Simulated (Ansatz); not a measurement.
Ansatz (a program for electronic structure) input (CCSD(T)/def2-SVPD):

Ansatz 0.2 input:
```yaml
crystal:
  periodic: [false, false, false]
  atoms:
    - {symbol: Ag, position_ang: [-0.00000000, -0.00000000, -0.66703697]}
    - {symbol: Cl, position_ang: [0.00000000, 0.00000000, 1.84416103]}
basis:
  gaussian:
    orbitals: def2-SVPD
total_charge: -1
magnetization: {spin_polarized: true, initial_magnetization: 1}
correlation: {method: ccsd_t, electrons: outside_noble_gas}
output: {forces: true}
```

End of the output:

```
cycle   1  -10.91905632 eV  change   -1.2e-3 eV  update   1.3e-3
cycle   2  -10.91952677 eV  change   -4.7e-4 eV  update   9.9e-4
cycle   3  -10.91955437 eV  change   -2.8e-5 eV  update   4.5e-4
cycle   4  -10.91951826 eV  change    3.6e-5 eV  update   1.7e-4
cycle   5  -10.91963291 eV  change   -1.1e-4 eV  update   5.4e-5
cycle   6  -10.91969566 eV  change   -6.3e-5 eV  update   2.1e-5
cycle   7  -10.91969513 eV  change    5.3e-7 eV  update   8.0e-6
cycle   8  -10.91968781 eV  change    7.3e-6 eV  update   3.8e-6
cycle   9  -10.91968516 eV  change    2.6e-6 eV  update   1.0e-6
perturbative correction -0.30434671 eV, -0.0111845352 hartree
the calculation of the forces begins
Total energy: -16488.58372075 eV, -605.9442753741 hartree
Atom 0 at    -0.000000    -0.000000    -0.667037 Å, force    -0.000000     0.000000    -0.149870 eV/Å
Atom 1 at     0.000000     0.000000     1.844161 Å, force    -0.000000    -0.000000     0.149870 eV/Å
Dipole moment:     0.000000     0.000000    -0.527647 e Å
```

The spin state was set by rule; other spins were not relaxed.
